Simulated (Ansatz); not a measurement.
`C[NH2+][Ga-]([OH])([OH])[OH]`, charge 0, multiplicity 1.

(1) Give a relaxed structure at PBE0-D4/def2-TZVP (Ansatz). (Estimate.)

Answers

(1) Computed: 
Z-matrix (Å, degrees):
```
C
N 1 1.470
H 1 1.089 2 108.4
H 1 1.089 2 108.3 3 -117.3
H 1 1.092 2 112.2 3 121.8
Ga 2 2.074 1 112.5 3 56.5
H 2 1.015 1 110.9 3 176.6
H 2 1.015 1 111.3 3 -64.5
O 6 1.811 2 99.5 1 -167.1
O 6 1.812 2 98.3 1 72.3
O 6 1.812 2 99.8 1 -47.2
H 9 0.958 6 112.7 2 -120.1
H 10 0.958 6 112.7 2 -125.0
H 11 0.958 6 112.2 2 -120.0
```
This is one stationary point; other conformers may exist.
